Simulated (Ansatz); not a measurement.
`C=C[N]([GeH3])[SiH2]Cl`, charge 0, multiplicity 1.

Problem. Give a relaxed structure at PBE0-D4/def2-TZVP (Ansatz 0.2.0). (An estimate is asked.)

Solution. Computed: 
Cartesian coordinates in Å:
```
C 2.078 0.637 -0.420
C 1.203 0.105 0.431
N -0.126 -0.225 0.174
Ge -0.817 0.107 -1.526
Si -1.149 -0.709 1.464
Cl -2.111 0.880 2.361
H 3.093 0.826 -0.097
H 1.829 0.900 -1.442
H 1.530 -0.123 1.444
H -2.282 -0.335 -1.452
H -0.699 1.604 -1.842
H -0.022 -0.724 -2.543
H -0.318 -1.348 2.509
H -2.209 -1.593 0.939
```
This is one stationary point; other conformers may exist.
